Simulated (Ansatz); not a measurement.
Harmonic vibrations of In(H2O)F3 (InOF3H2) by finite differences.

```yaml
crystal:
  periodic: [false, false, false]
  atoms:
    - {symbol: In, position_ang: [0.198456, -0.065891, -0.969696]}
    - {symbol: O, position_ang: [0.198785, 0.045475, 1.302913]}
    - {symbol: H, position_ang: [-0.420195, -0.666238, 1.533082]}
    - {symbol: H, position_ang: [-0.281919, 0.875231, 1.455699]}
    - {symbol: F, position_ang: [1.949741, -0.275227, -1.776070]}
    - {symbol: F, position_ang: [-0.661578, 1.690661, -0.852394]}
    - {symbol: F, position_ang: [-0.983280, -1.604011, -0.693524]}
basis:
  gaussian: {orbitals: def2-SVP}
hamiltonian: {xc: pbe0, dispersion: d4}
scf: {omitted_lower_state_checks: [starts]}
phonons: {temperatures: {t_min: 298.15, t_max: 900, t_step: 200}}
```

```sh
$ ansatz run in.yaml --threads 4 --pin off --events-out ev --progress --plain --max-ram 3916MiB
```

Output, abridged:

```
Functional definition: PBE0
mean field -15388.49080490 eV, -565.5166063865 hartree, gradient 3.7e-5 eV, S^2 0.000000; 0 other end points of the search recorded, 0 dependent functions left out
mean field -15388.49070392 eV, -565.5166026753 hartree, gradient 2.2e-6 eV, S^2 0.000000; 0 other end points of the search recorded, 0 dependent functions left out
mean field -15388.49070385 eV, -565.5166026730 hartree, gradient 1.2e-6 eV, S^2 0.000000; 0 other end points of the search recorded, 0 dependent functions left out
mean field -15388.49071463 eV, -565.5166030689 hartree, gradient 2.8e-6 eV, S^2 0.000000; 0 other end points of the search recorded, 0 dependent functions left out
mean field -15388.49069665 eV, -565.5166024084 hartree, gradient 1.2e-6 eV, S^2 0.000000; 0 other end points of the search recorded, 0 dependent functions left out
mean field -15388.49076079 eV, -565.5166047652 hartree, gradient 2.9e-6 eV, S^2 0.000000; 0 other end points of the search recorded, 0 dependent functions left out
mean field -15388.49076371 eV, -565.5166048726 hartree, gradient 1.2e-6 eV, S^2 0.000000; 0 other end points of the search recorded, 0 dependent functions left out
mean field -15388.49066632 eV, -565.5166012937 hartree, gradient 1.7e-6 eV, S^2 0.000000; 0 other end points of the search recorded, 0 dependent functions left out
mean field -15388.49070224 eV, -565.5166026135 hartree, gradient 8.3e-7 eV, S^2 0.000000; 0 other end points of the search recorded, 0 dependent functions left out
mean field -15388.49059738 eV, -565.5165987600 hartree, gradient 9.4e-7 eV, S^2 0.000000; 0 other end points of the search recorded, 0 dependent functions left out
mean field -15388.49059470 eV, -565.5165986616 hartree, gradient 2.6e-6 eV, S^2 0.000000; 0 other end points of the search recorded, 0 dependent functions left out
mean field -15388.49077471 eV, -565.5166052768 hartree, gradient 1.4e-6 eV, S^2 0.000000; 0 other end points of the search recorded, 0 dependent functions left out
mean field -15388.49075318 eV, -565.5166044857 hartree, gradient 2.3e-6 eV, S^2 0.000000; 0 other end points of the search recorded, 0 dependent functions left out
mean field -15388.49073424 eV, -565.5166037896 hartree, gradient 1.6e-6 eV, S^2 0.000000; 0 other end points of the search recorded, 0 dependent functions left out
mean field -15388.49073990 eV, -565.5166039976 hartree, gradient 9.4e-7 eV, S^2 0.000000; 0 other end points of the search recorded, 0 dependent functions left out
mean field -15388.49068733 eV, -565.5166020659 hartree, gradient 2.5e-6 eV, S^2 0.000000; 0 other end points of the search recorded, 0 dependent functions left out
mean field -15388.49073208 eV, -565.5166037103 hartree, gradient 1.5e-6 eV, S^2 0.000000; 0 other end points of the search recorded, 0 dependent functions left out
mean field -15388.49080095 eV, -565.5166062414 hartree, gradient 9.6e-7 eV, S^2 0.000000; 0 other end points of the search recorded, 0 dependent functions left out
mean field -15388.49078001 eV, -565.5166054715 hartree, gradient 2.1e-6 eV, S^2 0.000000; 0 other end points of the search recorded, 0 dependent functions left out
mean field -15388.49077933 eV, -565.5166054465 hartree, gradient 2.6e-6 eV, S^2 0.000000; 0 other end points of the search recorded, 0 dependent functions left out
mean field -15388.49074052 eV, -565.5166040203 hartree, gradient 8.1e-7 eV, S^2 0.000000; 0 other end points of the search recorded, 0 dependent functions left out
mean field -15388.49070220 eV, -565.5166026123 hartree, gradient 1.6e-6 eV, S^2 0.000000; 0 other end points of the search recorded, 0 dependent functions left out
mean field -15388.49066231 eV, -565.5166011462 hartree, gradient 2.8e-6 eV, S^2 0.000000; 0 other end points of the search recorded, 0 dependent functions left out
mean field -15388.49079802 eV, -565.5166061336 hartree, gradient 1.0e-6 eV, S^2 0.000000; 0 other end points of the search recorded, 0 dependent functions left out
mean field -15388.49079238 eV, -565.5166059264 hartree, gradient 2.4e-6 eV, S^2 0.000000; 0 other end points of the search recorded, 0 dependent functions left out
mean field -15388.49076681 eV, -565.5166049865 hartree, gradient 1.6e-6 eV, S^2 0.000000; 0 other end points of the search recorded, 0 dependent functions left out
mean field -15388.49071929 eV, -565.5166032404 hartree, gradient 2.8e-6 eV, S^2 0.000000; 0 other end points of the search recorded, 0 dependent functions left out
mean field -15388.49079746 eV, -565.5166061129 hartree, gradient 1.5e-6 eV, S^2 0.000000; 0 other end points of the search recorded, 0 dependent functions left out
mean field -15388.49080723 eV, -565.5166064719 hartree, gradient 1.3e-6 eV, S^2 0.000000; 0 other end points of the search recorded, 0 dependent functions left out
mean field -15388.49077664 eV, -565.5166053479 hartree, gradient 2.2e-6 eV, S^2 0.000000; 0 other end points of the search recorded, 0 dependent functions left out
mean field -15388.49080455 eV, -565.5166063736 hartree, gradient 1.0e-6 eV, S^2 0.000000; 0 other end points of the search recorded, 0 dependent functions left out
mean field -15388.49077648 eV, -565.5166053420 hartree, gradient 2.1e-6 eV, S^2 0.000000; 0 other end points of the search recorded, 0 dependent functions left out
mean field -15388.49080289 eV, -565.5166063127 hartree, gradient 9.4e-7 eV, S^2 0.000000; 0 other end points of the search recorded, 0 dependent functions left out
mean field -15388.49076170 eV, -565.5166047989 hartree, gradient 1.9e-6 eV, S^2 0.000000; 0 other end points of the search recorded, 0 dependent functions left out
mean field -15388.49073404 eV, -565.5166037824 hartree, gradient 2.8e-6 eV, S^2 0.000000; 0 other end points of the search recorded, 0 dependent functions left out
mean field -15388.49079715 eV, -565.5166061015 hartree, gradient 1.4e-6 eV, S^2 0.000000; 0 other end points of the search recorded, 0 dependent functions left out
mean field -15388.49080767 eV, -565.5166064884 hartree, gradient 1.3e-6 eV, S^2 0.000000; 0 other end points of the search recorded, 0 dependent functions left out
mean field -15388.49076877 eV, -565.5166050588 hartree, gradient 2.5e-6 eV, S^2 0.000000; 0 other end points of the search recorded, 0 dependent functions left out
mean field -15388.49078715 eV, -565.5166057342 hartree, gradient 1.3e-6 eV, S^2 0.000000; 0 other end points of the search recorded, 0 dependent functions left out
mean field -15388.49074352 eV, -565.5166041308 hartree, gradient 2.7e-6 eV, S^2 0.000000; 0 other end points of the search recorded, 0 dependent functions left out
mean field -15388.49077723 eV, -565.5166053696 hartree, gradient 1.6e-6 eV, S^2 0.000000; 0 other end points of the search recorded, 0 dependent functions left out
mean field -15388.49079828 eV, -565.5166061431 hartree, gradient 1.3e-6 eV, S^2 0.000000; 0 other end points of the search recorded, 0 dependent functions left out
mean field -15388.49080496 eV, -565.5166063887 hartree, gradient 1.5e-6 eV, S^2 0.000000; 0 other end points of the search recorded, 0 dependent functions left out
WARN: phonons: modes at or below zero, which the zero-point energy, F, S and C_V leave out: 1, the lowest at -59.97 cm⁻¹. A minimum has none, and a first-order saddle one
Total energy: -15388.58203553 eV, -565.5199590501 hartree
Atom 0 at     0.198456    -0.065891    -0.969696 Å, force    -0.000293     0.003769     0.001509 eV/Å
Atom 1 at     0.198785     0.045475     1.302913 Å, force    -0.007151     0.000221    -0.004041 eV/Å
Atom 2 at    -0.420195    -0.666238     1.533082 Å, force    -0.000954    -0.008020     0.003037 eV/Å
Atom 3 at    -0.281919     0.875231     1.455699 Å, force     0.007728     0.006836     0.000061 eV/Å
Atom 4 at     1.949741    -0.275227    -1.776070 Å, force     0.001992    -0.000967    -0.000063 eV/Å
Atom 5 at    -0.661578     1.690661    -0.852394 Å, force    -0.002145    -0.001737    -0.000307 eV/Å
Atom 6 at    -0.983280    -1.604011    -0.693524 Å, force     0.000823    -0.000102    -0.000195 eV/Å
Dipole moment:    -0.220445     0.052252     0.699544 e Å
Vibrations: -59.97 70.99 115.75 117.42 158.15 319.65 330.66 573.81 587.80 606.08 648.46 653.63 1612.65 3768.84 3861.17 cm⁻¹, zero-point energy 0.832247 eV
Checks for a lower state left out: starts
```

Hardware: 4 threads of Arm Neoverse V2 on a shared host. Wall time 36 s.

In the def2 sets In takes a core potential; there is no spin–orbit coupling.
